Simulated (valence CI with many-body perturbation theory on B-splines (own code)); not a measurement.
Values are calculated unless marked as measured or tabulated.
# Rb³²⁺: input, log and results

The program does CI of the valence electrons with many-body perturbation theory for a frozen closed Dirac-Fock core.

Command, and the settings that its task file holds:

```sh
python run_cv.py task.json out
```

```
atom Rb  Z=37  mass_number=85  rms_radius_fm=4.2036
core [He]
valence 2s2 2p1
avg = 1
basis = S
breit = 1
cap = 10000
capref = 1200
cscale = 1
de = 0.0
dress = 0
ecut = 8160
eps = 2e-08
extrap = 1
h = 0.27
hh = 1
l2 = 3
lcore = 6
maxit = 60
n2 = 5
natural = 1
nlev = 21
nno = [3, 3, 3, 2, 1]
nroot = 26
ns = 2
nsp = [3, 3, 2, 1, 0]
pt2 = 1
qed = 1
rpa = 1
s1 = 1
s2 = 1
s3 = 1
screen = 1
tol = 2e-05
whole = 1
```

Log. The first blocks belong to the next ion, which gives the ionisation energy. Fields: 2J, parity (1 odd), roots, reference size, generating configurations, candidates as configurations/state functions, variational space P, stored matrix elements, Davidson steps; e2 is the range of second-order energies in hartree. The first line gives the box (bohr), its intervals, the orbitals and the steps of their self-consistent field. Window is the range of levels sought, series limit the energy at which the first omitted orbital would enter, core excitation an estimate of the first excitation out of the core, left out the lowest levels not solved, and shifts from estimates the range by which levels moved from their first estimate, all in cm⁻¹.

```
rmax 1.8 intervals 56 orbitals 36 references ['2s2 2p', '2s 2p2', '2p3'] scf 2 t 0.5
2J=0 par=0 roots 2 ref 15 generators 3 cand 92/92 P 107/107 nnz 0 it 0
   second order: generators 5 cand 0/0 e2 -0.00000 -0.00000
reference levels 291, estimated 265, window 18730645 1/cm; series limit 24343104, core excitation 110140750
2J=1 par=1 roots 8 ref 32 generators 13 cand 209/332 P 1984/2906 nnz 1e+06 it 3
2J=1 par=1 roots 8 ref 32 generators 13 cand 33/46 P 2017/2952 nnz 1e+06 it 4
   second order: generators 23 cand 416/616 e2 -0.00000 -0.00000
2J=3 par=1 roots 12 ref 47 generators 16 cand 475/1018 P 2035/4145 nnz 2.1e+06 it 4
2J=3 par=1 roots 12 ref 47 generators 16 cand 95/169 P 2130/4314 nnz 2.3e+06 it 4
   second order: generators 30 cand 990/2097 e2 -0.00000 -0.00000
2J=1 par=0 roots 10 ref 34 generators 14 cand 116/168 P 1842/2698 nnz 9e+05 it 4
2J=1 par=0 roots 10 ref 34 generators 15 cand 29/43 P 1871/2741 nnz 9.3e+05 it 4
   second order: generators 27 cand 603/880 e2 -0.00000 -0.00000
2J=3 par=0 roots 10 ref 45 generators 13 cand 385/825 P 1891/3801 nnz 1.8e+06 it 4
2J=3 par=0 roots 10 ref 45 generators 14 cand 125/242 P 2016/4043 nnz 2e+06 it 4
   second order: generators 22 cand 592/1331 e2 -0.00000 -0.00000
2J=5 par=0 roots 7 ref 39 generators 12 cand 457/1017 P 1673/3571 nnz 1.7e+06 it 4
2J=5 par=0 roots 7 ref 39 generators 13 cand 225/517 P 1898/4088 nnz 2.1e+06 it 4
   second order: generators 22 cand 830/2166 e2 -0.00001 -0.00000
2J=5 par=1 roots 6 ref 36 generators 10 cand 451/1001 P 1617/3521 nnz 1.7e+06 it 4
2J=5 par=1 roots 6 ref 36 generators 10 cand 218/527 P 1835/4048 nnz 2.2e+06 it 4
   second order: generators 16 cand 848/2127 e2 -0.00000 -0.00000
2J=7 par=1 roots 2 ref 21 generators 5 cand 292/743 P 1517/3344 nnz 1.6e+06 it 3
2J=7 par=1 roots 2 ref 21 generators 5 cand 82/172 P 1599/3516 nnz 1.7e+06 it 3
   second order: generators 6 cand 331/729 e2 -0.00000 -0.00000
2J=7 par=0 roots 2 ref 19 generators 4 cand 484/1069 P 1580/3576 nnz 1.8e+06 it 4
2J=7 par=0 roots 2 ref 19 generators 5 cand 85/186 P 1665/3762 nnz 2e+06 it 3
   second order: generators 6 cand 304/793 e2 -0.00000 -0.00000
2J=9 par=1 roots 1 ref 7 generators 1 cand 113/242 P 1215/2723 nnz 1.2e+06 it 3
2J=9 par=1 roots 1 ref 7 generators 1 cand 19/27 P 1234/2750 nnz 1.2e+06 it 4
   second order: generators 3 cand 274/606 e2 -0.00000 -0.00000
left out: unestimated 27181045, estimated 19803144, shifts from estimates -1 to 54
```

(1) What became of the run, and why?

Results:

(1) It gave no result: the setting left no core shell for the response of the core. The program said: "need at least one array to concatenate".
